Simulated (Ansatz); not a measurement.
Single points on the cluster Ag₂Te.

```yaml
crystal:
  periodic: [false, false, false]
  atoms:
    - {symbol: Ag, position_ang: [0.259311, -1.023274, -1.208208]}
    - {symbol: Ag, position_ang: [-1.032025, -0.165408, 1.217374]}
    - {symbol: Te, position_ang: [0.772715, 1.188682, -0.009166]}
basis:
  gaussian: {orbitals: def2-TZVP, initial_orbitals: start.molden}
hamiltonian: {xc: lda}
scf: {omitted_lower_state_checks: [starts]}
output: {orbitals: {seedname: orbitals}}
```

The file start.molden holds the orbitals of an earlier run on this structure, at another level or in another basis.

```sh
$ ansatz run in.yaml --threads 4 --pin off --events-out ev --progress --plain --max-ram 3916MiB
```

It prints (some lines left out):

```
Functional definition: SPW92
1092 factors; their error is unknown
mean field evaluation 1: about -15270.6602 eV, gradient 1.3e1 eV
mean field evaluation 2: about -15270.9965 eV, gradient 3.4e-1 eV
mean field evaluation 4: about -15270.8793 eV, gradient 5.1e-1 eV
mean field evaluation 8: about -15270.8793 eV, gradient 2.5e-5 eV
mean field -15270.87934329 eV, -561.1944648922 hartree, gradient 2.5e-5 eV, S^2 0.000000; 0 other end points of the search recorded, 0 dependent functions left out
reference -15270.87938219 eV, -561.1944663217 hartree; 31, 31 occupied and 99, 99 virtual orbitals, 1092 factors
Total energy: -15270.87938219 eV, -561.1944663217 hartree
Checks for a lower state left out: starts
```

Run time 0.8 s (4 threads of Arm Neoverse V2 on a shared host).

The first input with `hamiltonian: {xc: pbe0, dispersion: d4}` (abridged; 1.6 s):

```
Functional definition: PBE0
mean field -15294.96578011 eV, -562.0796251188 hartree, gradient 1.0e-5 eV, S^2 0.000000
Total energy: -15295.08518751 eV, -562.0840132601 hartree
Checks for a lower state left out: starts
```

As the first input, with `hamiltonian: {xc: pbe}`, `correlation: {method: rpa}` and without the key `output` (abridged; 3.1 s):

```
Functional definition: PBE
mean field -15295.61378046 eV, -562.1034386925 hartree, gradient 1.4e-6 eV, S^2 0.000000
4 core orbitals not correlated: weight in the atoms' cores, before any rotation towards them, 1.000 or more for the frozen orbitals, at most 0.000 for the correlated occupied ones
Total energy: -15267.21993695 eV, -561.0599841896 hartree
Checks for a lower state left out: starts
```

The first input with `hamiltonian: {xc: r2scan, dispersion: d4}` (abridged; 2.6 s):

```
Functional definition: r2SCAN
mean field -15300.54848727 eV, -562.2847858228 hartree, gradient 1.9e-5 eV, S^2 0.000000
Total energy: -15300.57242848 eV, -562.2856656461 hartree
Checks for a lower state left out: starts
```

The first input with `gaussian: {orbitals: def2-TZVPP, initial_orbitals: start.molden}`, `correlation: {method: ccsd_t}` and without the key `hamiltonian` (abridged; 39 s):

```
Functional definition: HF
mean field evaluation 16: about -15213.3990 eV, gradient 4.0e0 eV
mean field evaluation 32: about -15211.7371 eV, gradient 2.4e1 eV
mean field -15219.36325461 eV, -559.3012835521 hartree, gradient 1.8e-6 eV, S^2 0.000000
4 core orbitals not correlated: weight in the atoms' cores, before any rotation towards them, 1.000 or more for the frozen orbitals, at most 0.000 for the correlated occupied ones
second order -49.54776209 eV of doubles, -0.00000000 eV of singles
cycle   1  -45.26646355 eV  change     4.3e0 eV  update   1.9e-1
cycle   2  -46.50816774 eV  change    -1.2e0 eV  update   6.9e-2
cycle   3  -46.79138693 eV  change   -2.8e-1 eV  update   4.0e-2
cycle   4  -46.69995709 eV  change    9.1e-2 eV  update   2.0e-2
cycle   5  -46.66050833 eV  change    3.9e-2 eV  update   9.1e-3
cycle   6  -46.67692229 eV  change   -1.6e-2 eV  update   3.4e-3
cycle   7  -46.68358678 eV  change   -6.7e-3 eV  update   1.6e-3
cycle   8  -46.68174728 eV  change    1.8e-3 eV  update   7.0e-4
cycle   9  -46.68123966 eV  change    5.1e-4 eV  update   2.9e-4
cycle  10  -46.68193607 eV  change   -7.0e-4 eV  update   1.3e-4
cycle  11  -46.68137555 eV  change    5.6e-4 eV  update   6.5e-5
cycle  12  -46.68137547 eV  change    7.7e-8 eV  update   3.0e-5
cycle  13  -46.68145387 eV  change   -7.8e-5 eV  update   1.5e-5
cycle  14  -46.68144182 eV  change    1.2e-5 eV  update   6.8e-6
perturbative correction -1.51508327 eV, -0.0556782833 hartree
Total energy: -15267.55977970 eV, -561.0724731804 hartree
Checks for a lower state left out: starts
```

First input, but with `gaussian: {orbitals: def2-TZVPD, initial_orbitals: start.molden}`, `hamiltonian: {xc: r2scan, dispersion: d4}` (abridged; 3 s):

```
Functional definition: r2SCAN
mean field -15300.56073277 eV, -562.2852358367 hartree, gradient 1.9e-5 eV, S^2 0.000000
Total energy: -15300.58467598 eV, -562.2861157335 hartree
Checks for a lower state left out: starts
```

The first input with `gaussian: {orbitals: def2-SVP, initial_orbitals: start.molden}`, `hamiltonian: {xc: pbe0, dispersion: d4}` (abridged; 1.4 s):

```
Functional definition: PBE0
mean field -15292.68897250 eV, -561.9959539825 hartree, gradient 2.4e-5 eV, S^2 0.000000
Total energy: -15292.80837943 eV, -562.0003421064 hartree
Checks for a lower state left out: starts
```

Geometry: r2SCAN-D4/def2-TZVP.

In the def2 sets Ag, Te take a core potential; there is no spin–orbit coupling. Correlated methods freeze 4 core orbitals; core or outer-core shells of Ag, Te are correlated, in sets that lack core-valence functions. The structure comes from a short search, and lower isomers may exist.
